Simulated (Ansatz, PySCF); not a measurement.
CH₉N₃Si, SMILES N[SiH](CN)N. Atoms are numbered in the order given.

```xyz
14

N     -1.9653     0.0177    -0.8454
C     -0.9155    -0.9984    -0.6277
Si     0.6157    -0.3058     0.2449
N      0.3077     0.5573     1.7121
N      1.2219     0.8917    -0.8587
H     -2.2576     0.3773     0.0662
H     -1.5391     0.8243    -1.3086
H     -1.3469    -1.8360    -0.0494
H     -0.6463    -1.4470    -1.6039
H      1.5403    -1.4210     0.6524
H     -0.2595     1.3986     1.7220
H      0.3040     0.0902     2.6117
H      1.9817     1.4938    -0.5532
H      1.3340     0.6579    -1.8413
```

The structure is a stationary point at r2SCAN-D4/def2-SVP. This is a generated structure with no PubChem entry under its InChIKey; it may be hypothetical. One conformer was computed; it need not be the lowest.

Two levels are set side by side: PBE-D3(BJ)/def2-SVP (Ansatz, a quantum-chemistry and plane-wave program) and r2SCAN-D4/def2-SVP (Ansatz). Each level has its own optimised geometry; the coordinates shown are those of the second. Frequencies come from the Hessian of PySCF at each geometry. Differences are taken from unrounded values.

```json
[
 {"quantity": "mean bond length (Å)", "r2SCAN-D4": "1.282", "PBE-D3(BJ)": "1.291", "PBE-D3(BJ) minus r2SCAN-D4": "0.009"},
 {"quantity": "bond N1–C2 (Å)", "r2SCAN-D4": "1.477", "PBE-D3(BJ)": "1.480", "PBE-D3(BJ) minus r2SCAN-D4": "0.003"},
 {"quantity": "bond C2–Si3 (Å)", "r2SCAN-D4": "1.894", "PBE-D3(BJ)": "1.906", "PBE-D3(BJ) minus r2SCAN-D4": "0.012"},
 {"quantity": "bond Si3–N4 (Å)", "r2SCAN-D4": "1.730", "PBE-D3(BJ)": "1.745", "PBE-D3(BJ) minus r2SCAN-D4": "0.015"},
 {"quantity": "bond Si3–N5 (Å)", "r2SCAN-D4": "1.738", "PBE-D3(BJ)": "1.751", "PBE-D3(BJ) minus r2SCAN-D4": "0.014"},
 {"quantity": "bond N1–H6 (Å)", "r2SCAN-D4": "1.023", "PBE-D3(BJ)": "1.031", "PBE-D3(BJ) minus r2SCAN-D4": "0.008"},
 {"quantity": "bond N1–H7 (Å)", "r2SCAN-D4": "1.023", "PBE-D3(BJ)": "1.031", "PBE-D3(BJ) minus r2SCAN-D4": "0.008"},
 {"quantity": "bond C2–H8 (Å)", "r2SCAN-D4": "1.106", "PBE-D3(BJ)": "1.112", "PBE-D3(BJ) minus r2SCAN-D4": "0.007"},
 {"quantity": "bond C2–H9 (Å)", "r2SCAN-D4": "1.108", "PBE-D3(BJ)": "1.115", "PBE-D3(BJ) minus r2SCAN-D4": "0.007"},
 {"quantity": "bond Si3–H10 (Å)", "r2SCAN-D4": "1.505", "PBE-D3(BJ)": "1.516", "PBE-D3(BJ) minus r2SCAN-D4": "0.011"},
 {"quantity": "bond N4–H11 (Å)", "r2SCAN-D4": "1.015", "PBE-D3(BJ)": "1.023", "PBE-D3(BJ) minus r2SCAN-D4": "0.008"},
 {"quantity": "bond N4–H12 (Å)", "r2SCAN-D4": "1.014", "PBE-D3(BJ)": "1.022", "PBE-D3(BJ) minus r2SCAN-D4": "0.008"},
 {"quantity": "bond N5–H13 (Å)", "r2SCAN-D4": "1.016", "PBE-D3(BJ)": "1.024", "PBE-D3(BJ) minus r2SCAN-D4": "0.007"},
 {"quantity": "bond N5–H14 (Å)", "r2SCAN-D4": "1.016", "PBE-D3(BJ)": "1.024", "PBE-D3(BJ) minus r2SCAN-D4": "0.007"},
 {"quantity": "highest harmonic wavenumber (cm⁻¹)", "r2SCAN-D4": "3695", "PBE-D3(BJ)": "3597", "PBE-D3(BJ) minus r2SCAN-D4": "-98"},
 {"quantity": "mean harmonic wavenumber (cm⁻¹)", "r2SCAN-D4": "1407", "PBE-D3(BJ)": "1373", "PBE-D3(BJ) minus r2SCAN-D4": "-34"},
 {"quantity": "zero-point energy (kcal/mol)", "r2SCAN-D4": "72.41", "PBE-D3(BJ)": "70.64", "PBE-D3(BJ) minus r2SCAN-D4": "-1.77"}
]
```
